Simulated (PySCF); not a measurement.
## Electric properties by functional and basis

BClGeH4O2.
Z-matrix (Å and degrees, PBE0-D3(BJ)/def2-SVP geometry), rows numbered from 1:
```
O 
B   1  1.3548
O   2  1.3564  1  125.51
Ge  2  2.0764  1  117.78  3   179.99
Cl  4  2.1847  2  107.76  1    64.59
H   1  0.9649  2  115.59  3     1.32
H   3  0.9648  2  115.71  1    -0.74
H   4  1.5391  2  113.93  1  -178.84
H   4  1.5407  2  114.29  1   -52.44
```

PySCF, dipoles from the SCF density, polarisabilities from static response with core orbitals frozen. Isolated species at its PBE0-D3(BJ)/def2-SVP geometry (one conformer only). Relativistic effects, spin–orbit coupling among them, are left out although an element past zinc is present.

Question: How do dipole and polarisability depend on functional and basis here?

Answer: 

| level | μ (D) | α (au) | anisotropy (au) |
| --- | --- | --- | --- |
| LDA/def2-SVPD | 4.872 | 73.74 | 20.67 |
| PBE/def2-SVPD | 4.808 | 72.83 | 20.51 |
| PBE0/def2-SVPD | 4.922 | 68.78 | 17.51 |
| HF/def2-SVPD | 5.145 | 62.12 | 13.26 |
| PBE0/def2-TZVPD | 4.793 | 69.62 | 17.96 |

The anisotropy is √(½[(α1 − α2)² + (α2 − α3)² + (α3 − α1)²]). The dipole runs from 4.79 D (PBE0/def2-TZVPD) to 5.14 D (HF/def2-SVPD). In one basis (def2-SVPD) the functionals order the polarisability from HF (lowest) to LDA (highest), a spread of 19%.
